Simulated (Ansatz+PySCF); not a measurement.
Two shapes of singlet SF6.

Shape 1:

```xyz
7

S     0.0000    0.0000    0.0000
F     1.5807    0.0000    0.0000
F    -1.5807    0.0000    0.0000
F     0.0000    1.5807    0.0000
F     0.0000   -1.5807    0.0000
F     0.0000    0.0000    1.5807
F     0.0000    0.0000   -1.5807
```

Shape 2:

```xyz
7

S     0.0000    0.0000    0.0000
F     1.7071    0.0000    0.0000
F    -1.7071    0.0000    0.0000
F     0.0000    1.7071    0.0000
F     0.0000   -1.7071    0.0000
F     0.0000    0.0000    1.7071
F     0.0000    0.0000   -1.7071
```

Basis set: def2-SVP (spherical functions). Frozen core: 11 orbitals. Charge 0, multiplicity 1.

Computed with Ansatz (development build ahead of 0.2.0); each method stands on the lowest determinant of its kind that the runs found.

Question: Which shape is lower in energy, and by how much in each method?

Answer:

| method | E(2) − E(1) (eV) |
| --- | --- |
| RHF | 2.831 |
| UHF | 2.831 |
| RHF-MP2 | 1.475 |
| UHF-MP2 | 1.475 |

Shape 1 is lower.
